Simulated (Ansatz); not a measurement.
Hg3H12Se3. Total charge 0; singlet. Geometry PBE-D4/def2-SVP.

```csv
atom,x (Å),y (Å),z (Å)
Hg1,-0.989,1.850,3.375
Hg2,-1.993,0.775,-3.346
Hg3,2.986,-2.621,-0.027
Se4,1.194,-0.462,2.003
Se5,0.586,-1.118,-2.020
Se6,-1.797,1.562,0.020
H7,0.070,3.098,3.046
H8,-2.071,0.645,3.782
H9,-0.934,2.007,-3.730
H10,-3.097,-0.439,-3.040
H11,4.088,-1.421,-0.390
H12,1.954,-3.882,0.336
H13,2.398,0.118,2.647
H14,1.038,-1.441,3.106
H15,1.533,-0.796,-3.115
H16,0.181,-2.374,-2.697
H17,-1.887,3.026,-0.200
H18,-3.260,1.475,0.249
```

In the def2 sets Hg takes a core potential; there is no spin–orbit coupling. In the singlet geometry the species has come apart into loosely held pieces.

(1) Estimate the orbital energies around the gap (eV) in Ansatz with PBE-D4/def2-TZVP, PBE-D4/def2-TZVPD, r2SCAN-D4/def2-TZVP, PBE0-D4/def2-SVP, PBE0-D4/def2-TZVP.

Answers

(1) 
| orbital | PBE-D4/def2-TZVP | PBE-D4/def2-TZVPD | r2SCAN-D4/def2-TZVP | PBE0-D4/def2-SVP | PBE0-D4/def2-TZVP |
| --- | --- | --- | --- | --- | --- |
| HOMO−5 | -6.65 | -6.66 | -6.93 | -7.67 | -7.77 |
| HOMO−4 | -6.65 | -6.66 | -6.93 | -7.67 | -7.77 |
| HOMO−3 | -6.63 | -6.64 | -6.92 | -7.65 | -7.75 |
| HOMO−2 | -6.44 | -6.46 | -6.71 | -7.55 | -7.57 |
| HOMO−1 | -6.25 | -6.27 | -6.51 | -7.33 | -7.33 |
| HOMO | -6.25 | -6.26 | -6.51 | -7.33 | -7.33 |
| LUMO | -1.79 | -1.86 | -1.57 | -0.53 | -0.90 |
| LUMO+1 | -1.44 | -1.65 | -1.01 | -0.43 | -0.73 |
| LUMO+2 | -1.38 | -1.44 | -0.99 | -0.43 | -0.73 |
| LUMO+3 | -1.38 | -1.44 | -0.99 | -0.32 | -0.64 |
| LUMO+4 | -1.17 | -1.23 | -0.94 | -0.08 | -0.19 |
| LUMO+5 | -1.17 | -1.23 | -0.94 | -0.08 | -0.19 |
